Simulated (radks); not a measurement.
Task: These are the eigenvalues of the occupied orbitals of an atom or ion with whole-number occupations (hartree). All-electron calculation, Dirac Kohn-Sham, PBE, spin-unpolarised, spherical densities, finite nucleus; Fermi nuclear charge, rms radius of each element as measured or else 0.836 A^(1/3) + 0.57 fm. Program: a radial shooting solver on a logarithmic mesh with Libxc functionals.

orbital  eigenvalue
1s1/2     -766.6402
2s1/2     -109.4640
2p1/2     -100.9502
2p3/2     -96.60421
3s1/2     -19.17869
3p1/2     -15.90626
3p3/2     -15.17964
3d3/2      -9.39084
3d5/2      -9.25119
4s1/2      -2.84027
4p1/2      -1.89078
4p3/2      -1.78429
4d3/2      -0.42599
4d5/2      -0.41610

Which element is it, and in what charge state? The configuration may be excited. Open shells, if any, fill j = l - 1/2 first.

Result: Z = 43, technetium, charge +1: Tc+ in [Kr] 4d6. The list shows which subshells hold electrons but not how many an open one holds; the 1s level, -766.64 hartree, gives Z - s = 39.2 by -(Z - s)^2/2, which with screening and relativity narrows Z to a few neighbours, and the depths of the outer levels then fix element, charge and occupations together.
